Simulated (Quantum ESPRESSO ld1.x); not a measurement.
The numbers below are computed, except where a source is named.
Problem. These are the eigenvalues of the occupied orbitals of an atom or ion with whole-number occupations (hartree). Code: ld1.x of Quantum ESPRESSO 7.5. Model: Dirac Kohn-Sham, LDA (Slater exchange, VWN5 correlation), spin-unpolarised, spherical densities, point nucleus.

orbital  eigenvalue
1s1/2    -3052.7833
2s1/2     -543.3309
2p1/2     -521.5072
2p3/2     -449.9927
3s1/2     -131.3677
3p1/2     -121.5338
3p3/2     -105.6948
3d3/2      -89.3885
3d5/2      -85.9923
4s1/2      -31.3642
4p1/2      -27.1514
4p3/2      -23.3156
4d3/2      -16.4240
4d5/2      -15.7086
5s1/2       -7.4871
4f5/2       -6.8247
4f7/2       -6.6697
5p1/2       -6.0669
5p3/2       -5.3501
5d3/2       -3.3371
5d5/2       -3.2434

Which element is it, and in what charge state? The configuration may be excited. Open shells, if any, fill j = l - 1/2 first.

Solution. Z = 80, mercury, charge +6: Hg6+ in [Xe] 4f14 5d6. The list shows which subshells hold electrons but not how many an open one holds; the 1s level, -3052.8 hartree, gives Z - s = 78.1 by -(Z - s)^2/2, which with screening and relativity narrows Z to a few neighbours, and the depths of the outer levels then fix element, charge and occupations together.
